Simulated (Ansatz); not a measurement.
Start from `C[N](C)[Ga]([N](C)C)[N](C)C` and change one element to get `C[N](C)[Al]([N](C)C)[N](C)C`.

Ansatz, PBE0-D4/def2-TZVP geometries, multiplicity 1. Each molecule was computed in one conformer, which needn't be the lowest.

Scalar relativity is left out up to krypton.

| property | `C[N](C)[Ga]([N](C)C)[N](C)C` |
| --- | --- |
| LUMO energy (PBE0/def2-TZVPP) / eV | 0.46 |
| LUMO energy (ωB97M-V/def2-TZVPP) / eV | 2.04 |
| HOMO energy (PBE/def2-TZVPP) / eV | -4.49 |
| LUMO energy (B3LYP/def2-TZVPP) / eV | 0.18 |
| HOMO–LUMO gap (PBE0/def2-TZVPP) / eV | 6.21 |
| size of the dipole moment (PBE/def2-TZVPP) / D | 0.00 |

Problem. Give the same properties after the change, and the shifts. (An estimate is asked.)

Solution. Computed: 
| property | `C[N](C)[Al]([N](C)C)[N](C)C` | shift |
| --- | --- | --- |
| LUMO energy (PBE0/def2-TZVPP) / eV | 0.34 | -0.12 |
| LUMO energy (ωB97M-V/def2-TZVPP) / eV | 1.74 | -0.30 |
| HOMO energy (PBE/def2-TZVPP) / eV | -4.64 | -0.15 |
| LUMO energy (B3LYP/def2-TZVPP) / eV | 0.08 | -0.10 |
| HOMO–LUMO gap (PBE0/def2-TZVPP) / eV | 6.24 | 0.03 |
| size of the dipole moment (PBE/def2-TZVPP) / D | 0.00 | 0.00 |

B3LYP here is the variant with VWN-RPA as its local correlation; programs differ in this.
